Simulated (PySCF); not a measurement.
H₆N₂OSn. Atoms are numbered in the order given.

```xyz
10

Sn     0.0551     0.0935    -0.2227
N     -0.8654    -1.7027    -0.4375
N      1.5464    -0.3359     1.0893
O     -1.0263     1.5091     0.6635
H      0.3901     0.7609    -1.7605
H     -1.6662    -1.6825    -1.0656
H     -1.1729    -2.1071     0.4450
H      2.0538    -1.1828     0.8388
H      2.2267     0.4118     1.2075
H     -1.1426     1.3221     1.6022
```

Coordinates come from a PBE0-D3(BJ)/def2-SVP optimisation. The structure was generated by enumeration; whether it is a known compound was not checked. The def2 effective core potentials stand for the cores of Sn; spin–orbit coupling is left out. The values are those of a single conformer.

The numbers are results of PBE/def2-TZVP in PySCF, not measurements.

ESP charges are fitted to the potential on shells at 1.4 to 2.0 van der Waals radii. Atomic charges (e):

```json
[
 {"atom": "Sn1", "ESP fit": "0.90", "Löwdin": "0.47"},
 {"atom": "N2", "ESP fit": "-0.94", "Löwdin": "-0.41"},
 {"atom": "N3", "ESP fit": "-0.90", "Löwdin": "-0.41"},
 {"atom": "O4", "ESP fit": "-0.72", "Löwdin": "-0.33"},
 {"atom": "H5", "ESP fit": "-0.10", "Löwdin": "-0.06"},
 {"atom": "H6", "ESP fit": "0.34", "Löwdin": "0.15"},
 {"atom": "H7", "ESP fit": "0.36", "Löwdin": "0.15"},
 {"atom": "H8", "ESP fit": "0.34", "Löwdin": "0.15"},
 {"atom": "H9", "ESP fit": "0.32", "Löwdin": "0.15"},
 {"atom": "H10", "ESP fit": "0.40", "Löwdin": "0.15"}
]
```
